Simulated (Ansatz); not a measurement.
Consider the formal exchange of groups at a Te–Si bond: `C[SiH2][Te]C` + `[SiH3][SiH3]` → `C[Te][SiH2][SiH3]` + `C[SiH3]`.

Gas-phase electronic energies from Ansatz, PBE0-D4/def2-TZVP geometries. CCSD(T)/CBS adds triple-zeta CCSD(T) − MP2 to the extrapolated MP2 energy (def2 sets, frozen cores). This one scheme is used for every species. DFT in def2-TZVPP. B3LYP here is the variant with VWN-RPA as its local correlation; programs differ in this. Elements past krypton have def2 core potentials. For Te outer-core shells are correlated without core-valence functions, which leaves a few kJ/mol of doubt a bond. Each species was taken in one conformer, which may not be the lowest.

**Question.** Is it downhill or uphill in electronic energy at CCSD(T)/CBS, and by how much? (Estimate.)

**Answer.** Ansatz gave: Nearly level: ΔE = -2.9 kJ/mol.

**Question.** What do these levels give: B3LYP-D4, ωB97M-V, r2SCAN, PBE0, HF/def2-TZVPP, MP2/def2-TZVPP, CCSD/def2-TZVPP, HF/def2-QZVPP, MP2/def2-QZVPP, SCS-MP2/def2-QZVPP, MP2/CBS(def2), CCSD/CBS(def2)? (Estimate.)

**Answer.** The calculation gave: B3LYP-D4 -3.2, ωB97M-V -1.7, r2SCAN -1.9, PBE0 -1.6, HF/def2-TZVPP -0.5, MP2/def2-TZVPP -2.9, CCSD/def2-TZVPP -1.5, HF/def2-QZVPP -0.5, MP2/def2-QZVPP -3.3, SCS-MP2/def2-QZVPP -2.8, MP2/CBS(def2) -3.6, CCSD/CBS(def2) -2.2 kJ/mol.

Largest T1 diagnostic among the species: 0.013.
